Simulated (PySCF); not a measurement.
# TeN: a composite coupled-cluster calculation

State: ²Π, doublet, unpaired electrons π ↑. De refers to Te + N. ROHF-based CCSD(T) in PySCF 2.14 with Te cc-pVTZ-PP with ECP28, N cc-pVTZ and Te cc-pVQZ-PP with ECP28, N cc-pVQZ (frozen core orbitals: 10; scalar-relativistic core potentials). Correlation energies are extrapolated as n⁻³ (n = 3, 4), Hartree–Fock as (n+1)·exp(−9√n). CV is the change on freezing 4 orbitals instead, in Te cc-pwCVTZ-PP with ECP28, N cc-pwCVTZ.

```
         Level  Re (Å)  ωe (cm⁻¹)  ωexe (cm⁻¹)  αe (cm⁻¹)  De (eV)
    CCSD(T)/TZ  1.8836      783.0         5.72    0.00289    2.482
    CCSD(T)/QZ  1.8736      796.7         5.38    0.00281    2.710
        HF/CBS  1.8327      901.3         3.15    0.00197   -1.181
       MP2/CBS  1.8405        767          n/a        n/a    2.808
      CCSD/CBS  1.8559      842.5         4.78    0.00258    2.330
   CCSD(T)/CBS  1.8696      805.2         5.21    0.00276    2.836
CCSD(T)/CBS+CV  1.8587      811.9         4.97    0.00274    2.900
```

Problem. How much is left between CCSD(T)/QZ and the basis-set limit, and how much do the triples give at the limit?

Solution. CCSD(T)/CBS less CCSD(T)/QZ: -4.0 mÅ in Re, +8.5 cm⁻¹ in ωe and +0.126 eV in De. CCSD(T)/CBS less CCSD/CBS: +13.7 mÅ in Re, -37.3 cm⁻¹ in ωe and +0.506 eV in De.

Problem. What do the later terms add?

Solution. CV: -10.9 mÅ in Re, +6.7 cm⁻¹ in ωe and +0.064 eV in De, each against the row above.

The T1 diagnostic is 0.070, large enough to doubt a single reference. The state was picked by a PBE0 search and need not be the measured ground state. Spin–orbit coupling, excitations beyond (T) and corrections to the Born–Oppenheimer picture are left out, and spin–orbit coupling matters for open p, d or f shells this heavy.

The whole job (state search and all basis sets along the bond) took about 49 min on 4 threads of Arm Neoverse V1 (shared host), peak memory 10 GiB.
